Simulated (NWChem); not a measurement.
Species: BeH₂SO; SMILES [SH][Be][OH]

```xyz
5

Be     0.0186    -0.6694    -0.0618
O      0.0007    -2.0856    -0.1813
H     -0.0711    -2.8291     0.4299
S      0.0784     1.2366     0.0816
H     -1.2796     1.3269    -0.0201
```
Atoms are numbered in this order, from 1.

Results from NWChem. All runs use the structure optimised with PBE-D3(BJ)/def2-SVP. B3LYP is NWChem's, with the RPA form of VWN correlation. Core excitations by TDA in a window of 1s orbitals, non-relativistic and unshifted: absolute energies depend strongly on the exact-exchange share.

```csv
level,first 1s excitation (eV),dipole oscillator strength of the first,first state with f > 0.002 (eV),dipole oscillator strength of that state
"O K edge, PBE/def2-TZVP",509.1,0.0008,509.7,0.0061
"O K edge, PBE0/def2-TZVP",520.4,0.0028,520.4,0.0028
"S K edge, B3LYP/def2-TZVP",2415.4,0.0017,2416.8,0.0021
"S K edge, PBE/def2-TZVP",(withheld),0.0005,(withheld),0.0022
```

Task: Some entries are withheld; supply them.

Result: 
- S K edge, PBE/def2-TZVP, first 1s excitation (eV): 2394.4
- S K edge, PBE/def2-TZVP, first state with f > 0.002 (eV): 2395.8
